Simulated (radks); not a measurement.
Effect of the nuclear size on the zirconium ion Zr+, [Kr] 4d2 5s1. Method: Dirac Kohn-Sham, PBE, spin-unpolarised, spherical densities, finite nucleus; open shells fill j = l - 1/2 first; Fermi nuclear charge, rms radius 4.2694 fm; computed with a radial shooting solver on a logarithmic mesh with Libxc functionals. The rms radius is varied about that value; shifts are against it.

rms radius (fm)  total energy shift (eV)  density at nucleus (e/bohr^3)  1s1/2 shift (meV)  2s1/2 shift (meV)  3p1/2 shift (meV)  4s1/2 shift (meV)  4p1/2 shift (meV)  5s1/2 shift (meV)
3.7101                            -0.268                      7.578e+04               -113              -11.9              0.178             -0.297              0.039             -0.031
4.073                            -0.0979                      7.509e+04              -41.4              -4.36              0.065             -0.109              0.014             -0.011
4.2694                                 0                      7.474e+04              0.000              0.000              0.000              0.000              0.000              0.000
4.5042                             0.123                      7.435e+04               51.8               5.45             -0.082              0.136             -0.018              0.014
5.1404                             0.484                       7.34e+04                205               21.5             -0.323              0.537             -0.070              0.055

Slopes of the eigenvalues against <r^2> in GHz/fm^2, as finite differences over the two radii next to the reference (eigenvalue slopes, not the field-shift constants of lines): 1s1/2 6100, 2s1/2 641, 3p1/2 -9.60, 4s1/2 16.0, 4p1/2 -2.09.
